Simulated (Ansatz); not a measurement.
Reaction (redistribution): `CBC=O` + `F[C@H]1C[Si@@H]1Cl` → `O=CBF` + `C[C@H]1C[Si@H]1Cl`

Gas-phase electronic energies from Ansatz, PBE0-D4/def2-TZVP geometries. CBS: MP2 limit from def2 TZ/QZ plus the TZ coupled-cluster correction, frozen cores. DFT in def2-TZVPP. B3LYP here is the variant with VWN-RPA as its local correlation; programs differ in this. Each species was taken in one conformer, which may not be the lowest.

| level | ΔE (kcal/mol) | difference from CCSD(T)/CBS |
| --- | --- | --- |
| PBE-D4 | -40.8 | 5.8 |
| r2SCAN-D4 | -42.1 | 4.5 |
| PBE0-D4 | -43.0 | 3.6 |
| B3LYP-D4 | -43.4 | 3.2 |
| ωB97X-V | -43.8 | 2.8 |
| ωB97M-V | -44.4 | 2.2 |
| B2PLYP | -45.0 | 1.6 |
| PBE | -40.1 | 6.5 |
| r2SCAN | -41.9 | 4.7 |
| B3LYP | -42.2 | 4.4 |
| HF/def2-TZVPP | -46.0 | 0.6 |
| SCS-MP2/def2-TZVPP | -48.6 | -2.0 |
| CCSD(T)/def2-TZVPP | -47.2 | -0.6 |
| HF/def2-QZVPP | -46.0 | 0.6 |
| HF/CBS(def2) | -46.0 | 0.6 |
| CCSD/CBS(def2) | -46.5 | 0.1 |
| CCSD(T)/CBS | -46.6 | 0 |

Largest T1 diagnostic among the species: 0.016.

From PBE to PBE0 (25 % exact exchange), in def2-TZVPP and without D4, ΔE moves by −2.3 kcal/mol. In def2-TZVPP, CCSD(T) changes the Hartree–Fock value by −1.2 kcal/mol (the triples alone add −0.0 kcal/mol) and MP2 by −3.5 kcal/mol.
